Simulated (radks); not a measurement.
Values are calculated unless marked as measured or tabulated.
All-electron atom: a nucleus of charge 68.1 with 68 electrons in [Xe] 4f12 6s2.

Level of theory: scalar-relativistic Kohn-Sham, r2SCAN, spin-polarised, spherical densities, finite nucleus; open shells are filled with parallel spins first (spin-orbit coupling, left out, can overturn this in heavy ions); meta-GGA in the generalised Kohn-Sham scheme; Fermi nuclear charge, rms radius 5.2516 fm (a radial shooting solver on a logarithmic mesh with Libxc functionals).

Energy parts (hartree):
| part | energy |
|---|---|
| total | -13133.9889 |
| kinetic | 14241.1189 |
| electron-nucleus | -32233.6341 |
| Hartree | 5137.3378 |
| exchange-correlation | -278.8115 |

Orbitals (lengths in bohr, moments of r in powers of bohr; <r^-3> diverges for s and p1/2; r(max) is where P^2 peaks):
| orbital | occ. | eigenvalue (hartree) | <r^-3> | r(max) | <r> | <r^2> |
|---|---|---|---|---|---|---|
| 1s up | 1 | -2118.063 | - | 0.01284 | 0.02034 | 0.0005661 |
| 1s down | 1 | -2118.063 | - | 0.01284 | 0.02034 | 0.0005661 |
| 2s up | 1 | -356.8803 | - | 0.07307 | 0.08628 | 0.008800 |
| 2s down | 1 | -356.8802 | - | 0.07307 | 0.08628 | 0.008800 |
| 2p up | 3 | -315.4883 | 14400 | 0.05946 | 0.07659 | 0.007165 |
| 2p down | 3 | -315.4881 | 14400 | 0.05946 | 0.07659 | 0.007165 |
| 3s up | 1 | -80.36994 | - | 0.2066 | 0.2246 | 0.05767 |
| 3s down | 1 | -80.32847 | - | 0.2065 | 0.2245 | 0.05764 |
| 3p up | 3 | -67.72087 | 3114 | 0.2033 | 0.2239 | 0.05812 |
| 3p down | 3 | -67.67936 | 3117 | 0.2033 | 0.2238 | 0.05808 |
| 3d up | 5 | -51.89266 | 411.4 | 0.1663 | 0.2035 | 0.04858 |
| 3d down | 5 | -51.86081 | 411.8 | 0.1662 | 0.2034 | 0.04853 |
| 4s up | 1 | -16.10346 | - | 0.4731 | 0.5073 | 0.2904 |
| 4s down | 1 | -16.01580 | - | 0.4730 | 0.5073 | 0.2904 |
| 4p up | 3 | -11.92425 | 697.4 | 0.4944 | 0.5379 | 0.3291 |
| 4p down | 3 | -11.83724 | 696.7 | 0.4944 | 0.5380 | 0.3292 |
| 4d up | 5 | -6.30576 | 77.72 | 0.5110 | 0.5825 | 0.3939 |
| 4d down | 5 | -6.21905 | 77.58 | 0.5109 | 0.5829 | 0.3946 |
| 4f up | 7 | -0.19781 | 10.82 | 0.5082 | 0.8080 | 0.8959 |
| 4f down | 5 | -0.12212 | 10.56 | 0.5093 | 0.8352 | 0.9875 |
| 5s up | 1 | -2.03119 | - | 1.110 | 1.248 | 1.755 |
| 5s down | 1 | -1.99295 | - | 1.115 | 1.257 | 1.780 |
| 5p up | 3 | -1.06076 | 87.11 | 1.268 | 1.479 | 2.495 |
| 5p down | 3 | -1.03593 | 84.59 | 1.276 | 1.492 | 2.539 |
| 6s up | 1 | -0.16763 | - | 3.359 | 3.962 | 17.81 |
| 6s down | 1 | -0.16491 | - | 3.395 | 4.008 | 18.22 |

The highest occupied level is 4f down at -3.323 eV. The spin density at the nucleus is 4.578 e/bohr^3 (1s 0.007, 2s -0.281, 3s -8.157, 4s 2.363, 5s 9.717, 6s 0.929). Summed over all electrons, <r^2> = 73.39 bohr^2, which gives a Langevin (diamagnetic) susceptibility term of -58.1 x 10^-6 cm^3/mol. The electron density at the nucleus is 9.271e+05 e/bohr^3 (large components only). Spin moment in Bohr magnetons: 2.
